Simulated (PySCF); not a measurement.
Ta(O)(F)(NH2)2 (FH4N2OTa), SMILES [NH2][Ta]([NH2])(=[O])[F], multiplicity 1.

The structure is a stationary point at PBE0-D3(BJ)/def2-SVP. The multiplicity is an assumed one; no other spin state was optimised. The structure was generated by enumeration; whether it is a known compound was not checked. The def2 effective core potentials stand for the cores of Ta; spin–orbit coupling is left out. The values are those of a single conformer.

Two levels are set side by side: TDDFT-PBE/def2-SVPD (PySCF) and TDDFT-PBE0/def2-SVPD (PySCF). Vertical, same geometry. The lowest singlet is HOMO→LUMO 93 % with PBE and HOMO→LUMO 92 % with the other functional; states are paired by order. Differences are taken from unrounded values.

```json
[
 {"quantity": "lowest singlet excitation (eV)", "TDDFT-PBE0": "5.81", "TDDFT-PBE": "5.19", "TDDFT-PBE minus TDDFT-PBE0": "-0.61"},
 {"quantity": "lowest triplet excitation (TDA) (eV)", "TDDFT-PBE0": "5.31", "TDDFT-PBE": "4.81", "TDDFT-PBE minus TDDFT-PBE0": "-0.50"}
]
```

Functionals without exact exchange tend to place singlet excitations lower, as here. Differences between two approximate levels are no errors against the true value.

Rough cost on one machine, each run with all the roots and properties that it gave: TDDFT-PBE0 against TDDFT-PBE about 4 times.
